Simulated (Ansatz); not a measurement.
`[SiH3]BS` + `[AlH2][SH]` → `[AlH2][S]BS` + SiH₄ at 500 K and 1 bar (cleavage of the B–Si bond).

Calculated with Ansatz (gas phase, PBE0-D4/def2-TZVP geometries, no zero-point term in ΔE). CBS: MP2 limit from def2 TZ/QZ plus the TZ coupled-cluster correction, frozen cores. This one scheme is used for every species. Each species was taken in one conformer, which may not be the lowest.

```json
{"species": "`[SiH3]BS`", "CCSD(T)/CBS energy (Eh)": "-714.65737", "H − E (kJ/mol)": "160.3", "S (J/(mol·K))": "358.9"}
{"species": "`[AlH2][SH]`", "CCSD(T)/CBS energy (Eh)": "-641.61836", "H − E (kJ/mol)": "86.7", "S (J/(mol·K))": "303.7"}
{"species": "`[AlH2][S]BS`", "CCSD(T)/CBS energy (Eh)": "-1064.83957", "H − E (kJ/mol)": "144.9", "S (J/(mol·K))": "399.9"}
{"species": "SiH₄", "CCSD(T)/CBS energy (Eh)": "-291.46306", "H − E (kJ/mol)": "102.4", "S (J/(mol·K))": "230.9"}
```

H − E and S are ideal-gas, rigid-rotor, harmonic terms from PBE0-D4/def2-TZVP, for one conformer and one mirror image of each species. 1 Eh = 2625.50 kJ/mol, R = 8.31446 J/(mol·K).

Q: By hand: ΔE, ΔH, ΔS and ΔG.

A: ΔE = (-1064.83957) + (-291.46306) − (-714.65737) − (-641.61836) = -0.02690 Eh = -70.6 kJ/mol. Δ(H − E) = 144.9 + 102.4 − 160.3 − 86.7 = 0.3, so ΔH = -70.3 kJ/mol. ΔS = 399.9 + 230.9 − 358.9 − 303.7 = -31.8 J/(mol·K). ΔG = -70.3 − 500 × (-31.8)/1000 = -54.4 kJ/mol.

Q: By hand: the equilibrium constant, and the temperature at which ΔG would vanish if ΔH and ΔS stayed fixed.

A: log₁₀ K = −ΔG/(RT ln 10) = 5.7. ΔG = 0 at ΔH/ΔS = 2211 K.

ΔH outweighs TΔS. A doubt of 5 kJ/mol in ΔE shifts log₁₀ K by 0.5 here. Other conformers and mirror images would add mixing entropy, several J/(mol·K) or more a flexible species. These are equilibria of isolated gas molecules and say nothing of rates. Largest T1 diagnostic: 0.015 (customary marks: 0.02 for closed shells, 0.045 for open ones).
